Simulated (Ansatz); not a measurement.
Ansatz (an electronic-structure program) input file for ethoxymethyl(methyl)silane (C4H12OSi), SMILES CCOC[SiH2]C, B3LYP-D3(BJ)/def2-SVP. 

Ansatz 0.2 input:
```yaml
crystal:
  periodic: [false, false, false]
  atoms:
    - {symbol: C, position_ang: [-3.26502061, 0.06617199, -0.07813665]}
    - {symbol: C, position_ang: [-1.81847388, 0.53398873, -0.09441873]}
    - {symbol: O, position_ang: [-1.04354280, -0.42668288, -0.76535223]}
    - {symbol: C, position_ang: [0.31853857, -0.06412123, -0.91700309]}
    - {symbol: Si, position_ang: [1.31068187, -0.03555963, 0.72559920]}
    - {symbol: C, position_ang: [3.15511464, -0.15434443, 0.29825029]}
    - {symbol: H, position_ang: [-3.62029515, -0.06915764, -1.09602157]}
    - {symbol: H, position_ang: [-3.88830804, 0.79967883, 0.42556906]}
    - {symbol: H, position_ang: [-3.33756713, -0.88498386, 0.44151597]}
    - {symbol: H, position_ang: [-1.73597951, 1.50587862, -0.60924013]}
    - {symbol: H, position_ang: [-1.45016974, 0.66874384, 0.93479952]}
    - {symbol: H, position_ang: [0.38265156, 0.90252187, -1.44020417]}
    - {symbol: H, position_ang: [0.72607191, -0.82078809, -1.59155713]}
    - {symbol: H, position_ang: [1.07735221, 1.22280417, 1.45324446]}
    - {symbol: H, position_ang: [0.88360067, -1.16787028, 1.55298649]}
    - {symbol: H, position_ang: [3.75905417, -0.12146059, 1.19917211]}
    - {symbol: H, position_ang: [3.47297164, 0.66627328, -0.33889385]}
    - {symbol: H, position_ang: [3.38846159, -1.08051258, -0.21909270]}
basis:
  gaussian:
    orbitals: def2-SVP
hamiltonian:
  xc: b3lyp
  dispersion: d3bj
relax: {f_tol: 0.002, max_steps: 200}
```

Output:

```
WARN ansatz: RAYON_NUM_THREADS=2 ignored (pool sized by the plan → 2); use --threads N
Functional definition: B3LYP
integrals: 0.14 GiB planned
1631 factors; integrals over basis functions are off by at most 4.1e-4 eV
mean field: 0.88 GiB planned
mean field evaluation 1: about -14250.4549 eV, gradient 6.8e1 eV
mean field evaluation 2: about -14245.3716 eV, gradient 8.0e1 eV
mean field evaluation 4: about -14261.6937 eV, gradient 4.7e0 eV
mean field evaluation 8: about -14261.7617 eV, gradient 1.6e-1 eV
mean field evaluation 16: about -14261.7617 eV, gradient 3.1e-5 eV
mean field -14261.76173863 eV, -524.1100769252 hartree, gradient 3.1e-5 eV, S^2 0.000000; 0 other end points of the search recorded, 0 dependent functions left out
the calculation of the forces begins
reference -14261.76203472 eV, -524.1100878063 hartree; 29, 29 occupied and 119, 119 virtual orbitals, 1631 factors
relax step   1: F+E_penalty+E_count = -14262.39635211 eV  Δ(F+E_penalty+E_count) = +0.000e0 eV  max|allowed force component| = 7.924e-1 eV/Å  Δτ_max = 0.0000 Å  (25 SCF iters, accepted)
these checks for a lower state are left out or cut short: starts, cluster_reference, orbital_swaps, neighbouring_geometries, increment
integrals: 0.14 GiB planned
1631 factors; integrals over basis functions are off by at most 4.1e-4 eV
mean field: 0.88 GiB planned
[...]
integrals: 0.14 GiB planned
1631 factors; integrals over basis functions are off by at most 4.6e-4 eV
mean field: 0.88 GiB planned
mean field -14261.83991179 eV, -524.1129497361 hartree, gradient 8.7e-5 eV, S^2 0.000000; 0 other end points of the search recorded, 0 dependent functions left out
the calculation of the forces begins
reference -14261.84021045 eV, -524.1129607116 hartree; 29, 29 occupied and 119, 119 virtual orbitals, 1631 factors
relax step  12: F+E_penalty+E_count = -14262.46491099 eV  Δ(F+E_penalty+E_count) = -8.615e-4 eV  max|allowed force component| = 4.535e-2 eV/Å  Δτ_max = 0.0874 Å  (24 SCF iters, accepted)
these checks for a lower state are left out or cut short: starts, cluster_reference, orbital_swaps, neighbouring_geometries, increment
integrals: 0.14 GiB planned
1631 factors; integrals over basis functions are off by at most 4.9e-4 eV
mean field: 0.88 GiB planned
mean field -14261.84130003 eV, -524.1130007528 hartree, gradient 7.8e-5 eV, S^2 0.000000; 0 other end points of the search recorded, 0 dependent functions left out
the calculation of the forces begins
reference -14261.84159891 eV, -524.1130117367 hartree; 29, 29 occupied and 119, 119 virtual orbitals, 1631 factors
relax step  13: F+E_penalty+E_count = -14262.46519650 eV  Δ(F+E_penalty+E_count) = -2.855e-4 eV  max|allowed force component| = 8.037e-2 eV/Å  Δτ_max = 0.0735 Å  (25 SCF iters, accepted)
these checks for a lower state are left out or cut short: starts, cluster_reference, orbital_swaps, neighbouring_geometries, increment
integrals: 0.14 GiB planned
1631 factors; integrals over basis functions are off by at most 4.9e-4 eV
mean field: 0.88 GiB planned
mean field -14261.84169561 eV, -524.1130152901 hartree, gradient 2.2e-5 eV, S^2 0.000000; 0 other end points of the search recorded, 0 dependent functions left out
the calculation of the forces begins
reference -14261.84199450 eV, -524.1130262742 hartree; 29, 29 occupied and 119, 119 virtual orbitals, 1631 factors
relax step  14: F+E_penalty+E_count = -14262.46584244 eV  Δ(F+E_penalty+E_count) = -6.459e-4 eV  max|allowed force component| = 5.594e-2 eV/Å  Δτ_max = 0.0062 Å  (21 SCF iters, accepted)
these checks for a lower state are left out or cut short: starts, cluster_reference, orbital_swaps, neighbouring_geometries, increment
integrals: 0.14 GiB planned
1631 factors; integrals over basis functions are off by at most 4.9e-4 eV
mean field: 0.88 GiB planned
mean field -14261.84190465 eV, -524.1130229721 hartree, gradient 8.0e-5 eV, S^2 0.000000; 0 other end points of the search recorded, 0 dependent functions left out
the calculation of the forces begins
reference -14261.84220341 eV, -524.1130339515 hartree; 29, 29 occupied and 119, 119 virtual orbitals, 1631 factors
relax step  15: F+E_penalty+E_count = -14262.46625882 eV  Δ(F+E_penalty+E_count) = -4.164e-4 eV  max|allowed force component| = 1.302e-2 eV/Å  Δτ_max = 0.0198 Å  (24 SCF iters, accepted)
these checks for a lower state are left out or cut short: starts, cluster_reference, orbital_swaps, neighbouring_geometries, increment
integrals: 0.14 GiB planned
1631 factors; integrals over basis functions are off by at most 5.1e-4 eV
mean field: 0.88 GiB planned
mean field -14261.84259759 eV, -524.1130484374 hartree, gradient 8.0e-5 eV, S^2 0.000000; 0 other end points of the search recorded, 0 dependent functions left out
the calculation of the forces begins
reference -14261.84289619 eV, -524.1130594108 hartree; 29, 29 occupied and 119, 119 virtual orbitals, 1631 factors
relax step  16: F+E_penalty+E_count = -14262.46672389 eV  Δ(F+E_penalty+E_count) = -4.651e-4 eV  max|allowed force component| = 1.347e-2 eV/Å  Δτ_max = 0.0528 Å  (23 SCF iters, accepted)
these checks for a lower state are left out or cut short: starts, cluster_reference, orbital_swaps, neighbouring_geometries, increment
integrals: 0.14 GiB planned
1631 factors; integrals over basis functions are off by at most 5.6e-4 eV
mean field: 0.88 GiB planned
mean field evaluation 96: about -14261.8415 eV, gradient 1.4e-1 eV
mean field -14261.84164027 eV, -524.1130132565 hartree, gradient 1.0e-5 eV, S^2 0.000000; 0 other end points of the search recorded, 0 dependent functions left out
the calculation of the forces begins
reference -14261.84193931 eV, -524.1130242460 hartree; 29, 29 occupied and 119, 119 virtual orbitals, 1631 factors
relax step  17: F+E_penalty+E_count = -14262.46473846 eV  Δ(F+E_penalty+E_count) = +1.985e-3 eV  max|allowed force component| = 1.417e-1 eV/Å  Δτ_max = 0.1421 Å  (25 SCF iters, rejected (line search))
these checks for a lower state are left out or cut short: starts, cluster_reference, orbital_swaps, neighbouring_geometries, increment
integrals: 0.14 GiB planned
1631 factors; integrals over basis functions are off by at most 5.3e-4 eV
mean field: 0.88 GiB planned
mean field -14261.84317026 eV, -524.1130694824 hartree, gradient 7.9e-5 eV, S^2 0.000000; 0 other end points of the search recorded, 0 dependent functions left out
the calculation of the forces begins
reference -14261.84346882 eV, -524.1130804543 hartree; 29, 29 occupied and 119, 119 virtual orbitals, 1631 factors
relax step  18: F+E_penalty+E_count = -14262.46705753 eV  Δ(F+E_penalty+E_count) = -3.336e-4 eV  max|allowed force component| = 1.857e-2 eV/Å  Δτ_max = 0.0558 Å  (24 SCF iters, accepted)
these checks for a lower state are left out or cut short: starts, cluster_reference, orbital_swaps, neighbouring_geometries, increment
integrals: 0.14 GiB planned
1631 factors; integrals over basis functions are off by at most 5.4e-4 eV
mean field: 0.88 GiB planned
mean field -14261.84329304 eV, -524.1130739945 hartree, gradient 7.8e-5 eV, S^2 0.000000; 0 other end points of the search recorded, 0 dependent functions left out
the calculation of the forces begins
reference -14261.84359165 eV, -524.1130849684 hartree; 29, 29 occupied and 119, 119 virtual orbitals, 1631 factors
relax step  19: F+E_penalty+E_count = -14262.46714740 eV  Δ(F+E_penalty+E_count) = -8.987e-5 eV  max|allowed force component| = 2.551e-2 eV/Å  Δτ_max = 0.0353 Å  (24 SCF iters, accepted)
these checks for a lower state are left out or cut short: starts, cluster_reference, orbital_swaps, neighbouring_geometries, increment
integrals: 0.14 GiB planned
1631 factors; integrals over basis functions are off by at most 5.4e-4 eV
mean field: 0.88 GiB planned
mean field -14261.84344172 eV, -524.1130794586 hartree, gradient 9.2e-6 eV, S^2 0.000000; 0 other end points of the search recorded, 0 dependent functions left out
the calculation of the forces begins
reference -14261.84374033 eV, -524.1130904321 hartree; 29, 29 occupied and 119, 119 virtual orbitals, 1631 factors
relax step  20: F+E_penalty+E_count = -14262.46722697 eV  Δ(F+E_penalty+E_count) = -7.958e-5 eV  max|allowed force component| = 1.066e-2 eV/Å  Δτ_max = 0.0091 Å  (21 SCF iters, accepted)
these checks for a lower state are left out or cut short: starts, cluster_reference, orbital_swaps, neighbouring_geometries, increment
integrals: 0.14 GiB planned
1631 factors; integrals over basis functions are off by at most 5.4e-4 eV
mean field: 0.88 GiB planned
mean field -14261.84344218 eV, -524.1130794754 hartree, gradient 1.6e-5 eV, S^2 0.000000; 0 other end points of the search recorded, 0 dependent functions left out
the calculation of the forces begins
reference -14261.84374080 eV, -524.1130904493 hartree; 29, 29 occupied and 119, 119 virtual orbitals, 1631 factors
relax step  21: F+E_penalty+E_count = -14262.46725830 eV  Δ(F+E_penalty+E_count) = -3.132e-5 eV  max|allowed force component| = 5.246e-3 eV/Å  Δτ_max = 0.0091 Å  (22 SCF iters, accepted)
these checks for a lower state are left out or cut short: starts, cluster_reference, orbital_swaps, neighbouring_geometries, increment
integrals: 0.14 GiB planned
1631 factors; integrals over basis functions are off by at most 5.4e-4 eV
mean field: 0.88 GiB planned
mean field evaluation 128: about -14261.8434 eV, gradient 7.9e-6 eV
mean field -14261.84343470 eV, -524.1130792005 hartree, gradient 7.9e-6 eV, S^2 0.000000; 0 other end points of the search recorded, 0 dependent functions left out
the calculation of the forces begins
reference -14261.84373331 eV, -524.1130901744 hartree; 29, 29 occupied and 119, 119 virtual orbitals, 1631 factors
relax step  22: F+E_penalty+E_count = -14262.46726415 eV  Δ(F+E_penalty+E_count) = -5.853e-6 eV  max|allowed force component| = 1.882e-3 eV/Å  Δτ_max = 0.0064 Å  (22 SCF iters, accepted)
integrals: 0.14 GiB planned
1631 factors; integrals over basis functions are off by at most 5.4e-4 eV
mean field: 0.88 GiB planned
mean field -14261.84343470 eV, -524.1130792005 hartree, gradient 7.9e-6 eV, S^2 0.000000; 1 other end points of the search recorded, 0 dependent functions left out
the calculation of the forces begins
reference -14261.84373331 eV, -524.1130901744 hartree; 29, 29 occupied and 119, 119 virtual orbitals, 1631 factors
Total energy: -14262.46756277 eV, -524.1360154839 hartree
Atom 0 at    -3.263054     0.212467    -0.012627 Å, force    -0.000366     0.001009    -0.000092 eV/Å
Atom 1 at    -1.827415     0.633254    -0.258085 Å, force    -0.000061    -0.001422    -0.000095 eV/Å
Atom 2 at    -1.084076    -0.502278    -0.639533 Å, force    -0.001540    -0.000123    -0.000066 eV/Å
Atom 3 at     0.294354    -0.256038    -0.862120 Å, force     0.000693    -0.000377     0.001074 eV/Å
Atom 4 at     1.348009    -0.341588     0.731090 Å, force     0.001882     0.000064    -0.001408 eV/Å
Atom 5 at     3.152859     0.039111     0.329373 Å, force     0.001114     0.000508     0.000313 eV/Å
Atom 6 at    -3.688834    -0.244823    -0.918995 Å, force    -0.000603    -0.000695    -0.001064 eV/Å
Atom 7 at    -3.879843     1.081012     0.265943 Å, force    -0.000239     0.000361     0.000266 eV/Å
Atom 8 at    -3.313697    -0.528538     0.799864 Å, force    -0.000114    -0.000866     0.000801 eV/Å
Atom 9 at    -1.778989     1.403978    -1.057377 Å, force     0.000206     0.000889    -0.000676 eV/Å
Atom 10 at    -1.400706     1.097829     0.654086 Å, force     0.000481     0.000890     0.000891 eV/Å
Atom 11 at     0.450528     0.709811    -1.387866 Å, force     0.000200     0.000079     0.000118 eV/Å
Atom 12 at     0.655500    -1.039027    -1.552294 Å, force     0.000079     0.000074     0.000346 eV/Å
Atom 13 at     0.836708     0.631460     1.742752 Å, force    -0.001185     0.000092    -0.000009 eV/Å
Atom 14 at     1.221221    -1.711359     1.310408 Å, force    -0.001005    -0.000461     0.000048 eV/Å
Atom 15 at     3.782576    -0.033320     1.230389 Å, force     0.000095     0.000011    -0.000072 eV/Å
Atom 16 at     3.260928     1.057684    -0.077356 Å, force     0.000152     0.000189    -0.000080 eV/Å
Atom 17 at     3.549073    -0.669055    -0.416433 Å, force     0.000210    -0.000220    -0.000296 eV/Å
Dipole moment:     0.166614     0.239105    -0.075389 e Å
```

Self-consistency was reached.

Cost: very roughly 5 core-minutes.
